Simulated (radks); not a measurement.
All-electron atom: Dy26+ in [Kr] 4d3.5 5s0.5 (fractional occupations, a model configuration). All-electron calculation, Dirac Kohn-Sham, OLYP, spin-unpolarised, spherical densities, finite nucleus; open shells fill j = l - 1/2 first; Fermi nuclear charge, rms radius 5.2218 fm. Program: a radial shooting solver on a logarithmic mesh with Libxc functionals.

Radial electron density D(r) = 4 pi r^2 rho(r):

r (bohr)  D(r) (e/bohr)
0.002461          19.05
0.003179          27.13
0.00414           37.97
0.005348          50.72
0.006963          65.19
0.008995          78.44
0.01171           88.16
0.01525           90.95
0.0197            86.94
0.02565           81.15
0.03314           82.82
0.04315           97.02
0.05574           113.8
0.07258           114.8
0.0945            96.64
0.1221            86.92
0.159             99.10
0.2053            97.89
0.2674            62.21
0.3454            36.24
0.4497            35.13
0.5856            24.98
0.7564            8.677
0.985             1.734
1.272            0.2839
1.657           0.01796
2.14          0.0002547

D(r) has 4 maxima, at r = 0.0147, 0.0644, 0.181, 0.443 bohr, and minima at 0.0282, 0.119, 0.383 bohr, inside which lie 2.01, 11.15, 29.45 electrons.
